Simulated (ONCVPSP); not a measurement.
# Cutoff test, F (Z = 9), ONCV

F, optimised norm-conserving Vanderbilt (ONCV), made with ONCVPSP 4.0.1 (LDA (Perdew-Zunger), scalar-relativistic). Core [He], reference 2s2 2p5. Waves: 2s: rc 0.75 bohr, ncon 4, nbas 7, qcut 7.9 1/bohr, 2 projectors, debl 1.8 Ha; 2p: rc 1.80 bohr, ncon 4, nbas 8, qcut 5.9 1/bohr, 2 projectors, debl 1.7 Ha. Local part: polynomial inside 0.65 bohr (lpopt 5, dvloc0 0 Ha). Core correction: Teter function, fcfact 4.25, rcfact 1.45.

Q: For each optimised wave give the share of its norm inside rc, the residual kinetic energy above qcut (Ha) and the cutoffs (Ha) for errors of 10, 1, 0.1 and 0.01 mHa per electron.

A:

| wave | norm inside rc | residual KE | 10 mHa | 1 mHa | 0.1 mHa | 0.01 mHa |
| --- | --- | --- | --- | --- | --- | --- |
| 2s | 0.321 | 1.3e-02 | 33.4 | 165.9 | 213.0 | 278.0 |
| s projector 2 | 0.065 | 3.6e-03 | 23.3 | 42.8 | 170.4 | 304.2 |
| 2p | 0.870 | 9.6e-04 | 13.9 | 17.5 | 57.5 | 70.5 |
| p projector 2 | 0.127 | 2.6e-03 | 14.8 | 20.8 | 72.2 | 85.2 |

The occupied waves need 166 Ha and 213 Ha for 1 and 0.1 mHa. Its largest configuration-test error is +4191 meV.
